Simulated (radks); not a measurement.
Q: I20+, configuration [Ar] 3d10 4s2 4p3 (the NIST ground configuration). Method: non-relativistic Kohn-Sham, TPSS, spin-polarised, spherical densities, point nucleus; open shells are filled with parallel spins first (spin-orbit coupling, left out, can overturn this in heavy ions); meta-GGA in the generalised Kohn-Sham scheme; relativity is left out, which matters for an element this heavy; computed with a radial shooting solver on a logarithmic mesh with Libxc functionals. Some entries of the table are withheld. Estimate them.

orbital  occ.  eigenvalue (eV)  <r^2> (bohr^2)  r(max) (bohr)
1s up       1        -32246.75        0.001099        0.01899
1s down     1        -32245.36        0.001099        0.01899
2s up       1        -5334.135         0.01784         0.1048
2s down     1        -5333.603         0.01783         0.1048
2p up       3        -5046.387         0.01340        0.08195
2p down     3        -5045.242         0.01340        0.08197
3s up       1        -1496.428          0.1198         0.2966
3s down     1        -1495.213          0.1196         0.2967
3p up       3        -1375.554          0.1141         0.2830
3p down     3        -1374.016          0.1139         0.2832
3d up       5              (1)         0.09470            (2)
3d down     5              (3)         0.09446            (4)
4s up       1        -635.7014          0.5291         0.6645
4s down     1        -625.3224          0.5308         0.6642
4p up       3        -588.8471          0.5472         0.6712
4p down     0        -578.8063          0.5498         0.6713

A: 
(1) 3d up eigenvalue (eV): -1153.753
(2) 3d up r(max) (bohr): 0.2301
(3) 3d down eigenvalue (eV): -1152.138
(4) 3d down r(max) (bohr): 0.2301
